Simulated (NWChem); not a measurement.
System: SiH₄TeSO; SMILES O([Te]S)[SiH3]

NWChem printed, in part:

```
             Northwest Computational Chemistry Package (NWChem) 7.3.0
             --------------------------------------------------------

 C1  symmetry detected

                             Geometry "geometry" -> ""
                             -------------------------

 Output coordinates in angstroms (scale by  1.889725989 to convert to a.u.)

  No.       Tag          Charge          X              Y              Z
 ---- ---------------- ---------- -------------- -------------- --------------
    1 Te                  52.0000     0.63936680    -0.52046290     0.05211705
    2 S                   16.0000    -1.50899135    -1.55820348     0.01296500
    3 H                    1.0000    -1.47505933    -2.00753194    -1.26403735
    4 O                    8.0000     0.21685201     1.28365431    -0.69834192
    5 Si                  14.0000    -0.51276979     2.50583990     0.18733736
    6 H                    1.0000    -1.88377429     2.11073995     0.63237878
    7 H                    1.0000    -0.59939781     3.68776794    -0.71712301
    8 H                    1.0000     0.29898037     2.85335766     1.39526718

 Effective nuclear repulsion energy (a.u.)     562.9198994533

 Summary of "ao basis" -> "ao basis" (spherical)
 ------------------------------------------------------------------------------
       Tag                 Description            Shells   Functions and Types
 ---------------- ------------------------------  ------  ---------------------
 Te                         def2-svp                10       26   4s4p2d
 S                          def2-svp                 8       18   4s3p1d
 H                          def2-svp                 3        5   2s1p
 O                          def2-svp                 6       14   3s2p1d
 Si                         def2-svp                 8       18   4s3p1d

            General Information
            -------------------
          SCF calculation type: DFT
          Wavefunction type:  closed shell.
          No. of atoms     :     8
          No. of electrons :    66
           Alpha electrons :    33
            Beta electrons :    33
          Charge           :     0
          Spin multiplicity:     1
          Use of symmetry is: off; symmetry adaption is: off
          Maximum number of iterations: 150
          AO basis - number of functions:    96
                     number of shells:    44
          Convergence on energy requested:  1.00D-06
          Convergence on density requested:  1.00D-05
          Convergence on gradient requested:  5.00D-04

              XC Information
              --------------
          PerdewBurkeErnzerhof Exchange Functional  1.000
            Perdew 1991 LDA Correlation Functional  1.000 local
           PerdewBurkeErnz. Correlation Functional  1.000 non-local

             Grid Information
             ----------------
          Grid used for XC integration:  medium
          Radial quadrature: Mura-Knowles
          Angular quadrature: Lebedev.
          Tag              B.-S. Rad. Rad. Pts. Rad. Cut. Ang. Pts.
          ---              ---------- --------- --------- ---------
          Te                  1.40      123          11.0       590
          S                   1.00       88          13.0       590
          H                   0.35       45          13.0       434
          O                   0.60       49          10.0       434
          Si                  1.10       88          12.0       590
          Grid pruning is: on
          Number of quadrature shells:   528
          Spatial weights used:  Erf1

      Superposition of Atomic Density Guess
      -------------------------------------

 Sum of atomic energies:       -1073.99785109

      Non-variational initial energy
      ------------------------------

 Total energy =   -1030.509823
 1-e energy   =   -2167.652132
 2-e energy   =     813.382522
 HOMO         =      -0.215805
 LUMO         =      -0.056257

   convergence    iter        energy       DeltaE   RMS-Dens  Diis-err
 ---------------- ----- ----------------- --------- --------- ---------
 d= 0,ls=0.0,diis     1  -1032.5761899264 -1.36D+03  2.67D-02  7.30D-01
 d= 0,ls=0.0,diis     2  -1031.7683992154  8.08D-01  2.12D-02  7.58D+00
 d= 0,ls=0.0,diis     3  -1032.6440082627 -8.76D-01  6.83D-03  1.46D-01
 d= 0,ls=0.0,diis     4  -1032.6530598896 -9.05D-03  3.90D-03  8.04D-02
 d= 0,ls=0.0,diis     5  -1032.6655213339 -1.25D-02  1.22D-03  1.00D-02
  Resetting Diis
 d= 0,ls=0.0,diis     6  -1032.6673596304 -1.84D-03  1.72D-04  2.07D-04
 d= 0,ls=0.0,diis     7  -1032.6673968476 -3.72D-05  7.78D-05  1.02D-05
 d= 0,ls=0.0,diis     8  -1032.6673937372  3.11D-06  5.14D-05  3.88D-05
 d= 0,ls=0.0,diis     9  -1032.6673979166 -4.18D-06  1.85D-05  4.80D-06
 d= 0,ls=0.0,diis    10  -1032.6673984878 -5.71D-07  3.65D-06  9.07D-08

         Total DFT energy =    -1032.667398487847
      One electron energy =    -2169.477759555132
           Coulomb energy =      890.083996709693
    Exchange-Corr. energy =      -77.033423343161
 Nuclear repulsion energy =      323.759787700752

 Numeric. integr. density =       66.000033373120

                       DFT Final Molecular Orbital Analysis
                       ------------------------------------

 Vector   31  Occ=2.000000D+00  E=-2.566671D-01
              MO Center= -2.9D-01,  1.2D+00, -4.1D-02, r^2= 4.1D+00
   Bfn.  Coefficient  Atom+Function         Bfn.  Coefficient  Atom+Function
  ----- ------------  ---------------      ----- ------------  ---------------
    53      0.419847  4 O  px                56      0.317165  4 O  px
    37      0.251370  2 S  px                92     -0.216707  8 H  s
    82      0.202327  6 H  s                 93     -0.195249  8 H  s
    34      0.176383  2 S  px                55      0.172083  4 O  pz
    83      0.169536  6 H  s                 58      0.135753  4 O  pz

 Vector   32  Occ=2.000000D+00  E=-2.460573D-01
              MO Center= -1.2D+00, -1.1D+00, -8.2D-02, r^2= 3.0D+00
   Bfn.  Coefficient  Atom+Function         Bfn.  Coefficient  Atom+Function
  ----- ------------  ---------------      ----- ------------  ---------------
    38      0.514199  2 S  py                35      0.365620  2 S  py
    37     -0.245357  2 S  px                32      0.208275  2 S  py
    39     -0.178995  2 S  pz                34     -0.174278  2 S  px
    54      0.168810  4 O  py                36     -0.131504  2 S  pz
    57      0.128178  4 O  py                55     -0.101700  4 O  pz

 Vector   33  Occ=2.000000D+00  E=-1.941514D-01
              MO Center=  4.8D-01, -4.0D-01, -1.6D-02, r^2= 2.9D+00
   Bfn.  Coefficient  Atom+Function         Bfn.  Coefficient  Atom+Function
  ----- ------------  ---------------      ----- ------------  ---------------
    13      0.547902  1 Te pz                16      0.486594  1 Te pz
    55     -0.228760  4 O  pz                10     -0.211109  1 Te pz
    58     -0.180650  4 O  pz                15      0.166785  1 Te py
     7     -0.164197  1 Te pz                12      0.145996  1 Te py
    30     -0.134977  2 S  s                 45      0.125942  3 H  s

 Vector   34  Occ=0.000000D+00  E=-9.425225D-02
              MO Center=  4.0D-01, -2.0D-01, -1.8D-02, r^2= 4.0D+00
   Bfn.  Coefficient  Atom+Function         Bfn.  Coefficient  Atom+Function
  ----- ------------  ---------------      ----- ------------  ---------------
    15      0.621555  1 Te py                12      0.452025  1 Te py
    52     -0.438653  4 O  s                 54      0.226948  4 O  py
    16     -0.225610  1 Te pz                57      0.211006  4 O  py
     3      0.205719  1 Te s                 38     -0.188836  2 S  py
    13     -0.179210  1 Te pz                 9     -0.173286  1 Te py

 Vector   35  Occ=0.000000D+00  E=-8.726694D-02
              MO Center= -5.6D-02, -7.6D-01, -5.4D-03, r^2= 4.1D+00
   Bfn.  Coefficient  Atom+Function         Bfn.  Coefficient  Atom+Function
  ----- ------------  ---------------      ----- ------------  ---------------
    14      0.661516  1 Te px                37      0.563739  2 S  px
    11      0.487830  1 Te px                30      0.365489  2 S  s
     3     -0.329426  1 Te s                 38      0.297720  2 S  py
    34      0.267563  2 S  px                29      0.199385  2 S  s
     4     -0.191898  1 Te s                  8     -0.178263  1 Te px

 Vector   36  Occ=0.000000D+00  E=-6.072571D-03
              MO Center= -1.3D+00, -1.6D+00, -8.2D-01, r^2= 3.6D+00
   Bfn.  Coefficient  Atom+Function         Bfn.  Coefficient  Atom+Function
  ----- ------------  ---------------      ----- ------------  ---------------
    46      1.194651  3 H  s                 39      0.810055  2 S  pz
    30     -0.676652  2 S  s                 45      0.334880  3 H  s
    38      0.311098  2 S  py                 3     -0.274363  1 Te s
    36      0.254922  2 S  pz                75     -0.241347  5 Si py
    29     -0.220672  2 S  s                 88      0.168298  7 H  s

     Multipole analysis of the density
     ---------------------------------

     L   x y z        total         alpha         beta         nuclear
     -   - - -        -----         -----         ----         -------
     0   0 0 0     -0.000000    -33.000000    -33.000000     66.000000

     1   1 0 0      0.181153     17.005769     17.005769    -33.830386
     1   0 1 0     -0.448181    -13.993543    -13.993543     27.538904
     1   0 0 1     -0.026410      1.365612      1.365612     -2.757635

     2   2 0 0    -43.524785   -122.598834   -122.598834    201.672883
     2   1 1 0     -0.323457    -20.696090    -20.696090     41.068724
     2   1 0 1      1.792609      1.877234      1.877234     -1.961858
     2   0 2 0    -43.017256   -336.953658   -336.953658    630.890060
     2   0 1 1      2.001957     -5.490233     -5.490233     12.982423
     2   0 0 2    -45.489438    -38.670581    -38.670581     31.851725

[...]
```

Level: PBE/def2-SVP with def2 effective core potentials on Te, vertical spin-unrestricted ions. Geometry: optimised at PBE0/def2-SVP. No frequency run checked for a minimum. def2 effective core potentials on Te; no spin-orbit coupling.

Write an input that gives this output.

Several could match; the one computed here: the input that was run:
```
start job
memory heap 200 mb stack 900 mb global 1100 mb
geometry units angstroms noautoz
  Te     0.487768    -0.578264     0.110327
  S     -1.763481    -1.355958    -0.034418
  H     -1.714236    -1.832930    -1.300852
  O      0.324017     1.246897    -0.688747
  Si    -0.301880     2.564978     0.136740
  H     -1.732186     2.343799     0.509733
  H     -0.198295     3.729573    -0.788190
  H      0.478935     2.839672     1.383204
end
basis spherical
  * library def2-svp
end
ecp
  Te library def2-ecp
end
dft
  xc xpbe96 cpbe96
  iterations 150
  vectors input atomic output neutral.movecs
end
task dft energy
charge 1
dft
  odft
  mult 2
  vectors input atomic output cation.movecs
end
task dft energy
```
